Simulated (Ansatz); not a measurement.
Consider the hydrogenolysis of a C–Si bond: `[SiH3]C(Br)Br` + H₂ → `BrCBr` + SiH₄.

Isolated molecules relaxed with PBE0-D4/def2-TZVP in Ansatz; ΔE leaves out vibrations. CCSD(T)/CBS adds triple-zeta CCSD(T) − MP2 to the extrapolated MP2 energy (def2 sets, frozen cores). This one scheme is used for every species. Functionals use def2-TZVPP. For Br outer-core shells are correlated without core-valence functions, which leaves a few kJ/mol of doubt a bond. Scalar relativity is left out up to krypton.

```csv
level,ΔE (kcal/mol)
ωB97M-V,-6.2
MP2/def2-QZVPP,-3.4
```

**Question.** What does CCSD(T)/CBS give? (Best estimate.)

**Answer.** Computed: -5.0 kcal/mol. The listed levels differ from it by -1.2, 1.6 kcal/mol.

Largest T1 diagnostic among the species: 0.011.

The D4 term adds +3.4 kcal/mol with B3LYP and +1.8 kcal/mol with PBE0; it sums over pairs of atoms, weighted by their polarisabilities, and B3LYP, whose exchange is more repulsive, gets the larger term. In def2-TZVPP, CCSD(T) changes the Hartree–Fock value by +7.3 kcal/mol (the triples alone add +1.5 kcal/mol) and MP2 by +9.4 kcal/mol.

B3LYP here is the variant with VWN-RPA as its local correlation; programs differ in this.
